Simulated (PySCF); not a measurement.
C₅H₄O₂S.
Z-matrix (Å and degrees, PBE0-D3(BJ)/def2-SVP geometry), rows numbered from 1:
```
O 
C   1  1.2211
C   2  1.4723  1  121.34
C   3  1.3454  2  125.08  1  -179.60
S   4  1.7313  3  126.38  2    -0.01
C   5  1.7449  4  100.91  3    -0.17
O   6  1.3376  5  109.87  4  -179.94
C   6  1.3553  5  124.87  4     0.02
H   3  1.0927  2  115.45  1     0.28
H   4  1.0937  3  121.74  2   179.96
H   7  0.9659  6  108.98  5   179.96
H   8  1.0951  2  115.20  1    -0.17
```

All values: CAM-B3LYP/def2-SVPD (PySCF, non-relativistic), on one gas-phase PBE0-D3(BJ)/def2-SVP geometry that isn't relaxed in the solvent. The solvent is an IEF-PCM continuum (van der Waals radii × 1.2), and excitations are vertical TDDFT with non-equilibrium linear response and a frozen core. The model holds no explicit solvent molecules, cavitation or dispersion.

```tsv
run	E − E(gas) (kJ/mol)	HOMO (eV)	HOMO–LUMO gap (eV)	dipole (D)	lowest singlet (eV)	static polarisability (au)
gas	0.00	-8.23	7.74	3.37	4.15	85.6
P	-50.90	-8.22	7.75	4.95	4.48	124.4
Q	-35.68	-8.21	7.75	4.46	4.38	110.9
```

The runs were made in chloroform and water. Which run belongs to which solvent?

P = water, Q = chloroform. The dielectric constants are 4.711 (chloroform), 78.36 (water), and the energy falls further as ε rises. The optical constants n² used for the excitations are 2.09, 1.78 in the same order. In this model the ground state sees the solvent through ε alone.

How constant is the ratio of the lowering to (ε − 1)/(2ε + 1)?

| solvent | (ε − 1)/(2ε + 1) | E − E(gas) (kJ/mol) | ratio (kJ/mol) | polarisation term (kJ/mol) |
| --- | --- | --- | --- | --- |
| chloroform | 0.356 | -35.68 | -100.2 | -41.42 |
| water | 0.490 | -50.90 | -103.8 | -62.79 |

The ratio changes by +3.6 % in size from chloroform to water. The polarisation term is half the interaction of the solute with the induced surface charges.
